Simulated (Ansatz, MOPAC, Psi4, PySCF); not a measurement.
Species: N-dimethylboranylmethanamine, C3H10BN, charge 0, multiplicity 1. SMILES: CNB(C)C
Geometry: optimised at B3LYP-D3(BJ)/def2-TZVP (Ansatz, a quantum-chemistry and plane-wave program).

Wanted: vertical ionisation energy to the doublet, in eV. Conventions: UHF or UKS for open shells; six Cartesian d functions in 6-31G* and its kin unless marked 5d; each state is the SCF solution reached for its charge and spin; non-relativistic; dispersion terms only where a functional's name holds one; spin-orbit terms left out; 6-311+G** with 5d. First-principles rows: single points at B3LYP-D3(BJ) geometries (Ansatz). Semi-empirical rows: differences of heats of formation at the shared geometry for vertical values.

| level | program | vertical ionisation energy to the doublet (eV) |
|---|---|---|
| PM6 | MOPAC | 8.77 |
| HF/6-31G* | Ansatz | 8.18 |
| HF/6-311+G** | Ansatz | 8.25 |
| B3LYP/STO-3G | Ansatz | 8.10 |
| M06-2X/6-31G* (5d) | PySCF | 9.52 |
| wB97X-D/6-31G* | Psi4 | 9.35 |
| PBE/def2-TZVPD | Ansatz | 9.30 |
| B3LYP/def2-TZVPD | Ansatz | 9.48 |

No value to compare with is used here. The 6 habitual levels span 8.10 (B3LYP/STO-3G) to 9.52 eV (M06-2X/6-31G* (5d)); PBE/def2-TZVPD gives 9.30.

The levels are drawn from those run, B3LYP/6-31G* more often than the rest, none by its result; left out are runs that failed, that the program found above a lower state of the same kind, or whose <S^2> lies over 0.5 above the pure value.
